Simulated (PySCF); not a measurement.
# Correlation energy of Ce(30+) (cerium, charge +30)

[Ar] 3d10, closed-shell 1S. Computed with PySCF 2.14 in an even-tempered Gaussian basis (17 s from 4.4 bohr⁻², ratio 2.5; 11 p from 5.7 bohr⁻², ratio 2.5; 8 d from 5.7 bohr⁻², ratio 2.5; 4 f from 27 bohr⁻², ratio 2.7; 3 g from 41 bohr⁻², ratio 2.7), with the non-relativistic Hamiltonian (point nucleus). Frozen: [Ne]; 18 electrons correlated; the 27 highest virtual orbitals of each spin left out.

MP2 pair energies summed by pair of shells (mhartree):

```csv
pair,energy,share (%)
3d-3d,-400.99,52.3
3p-3d,-219.92,28.7
3p-3p,-59.57,7.8
3s-3d,-52.63,6.9
3s-3p,-28.74,3.7
3s-3s,-4.77,0.6
```

Total MP2 correlation energy: -766.62 mhartree.

At this charge a non-relativistic calculation is a model, useful for the Z dependence of the correlation energy.
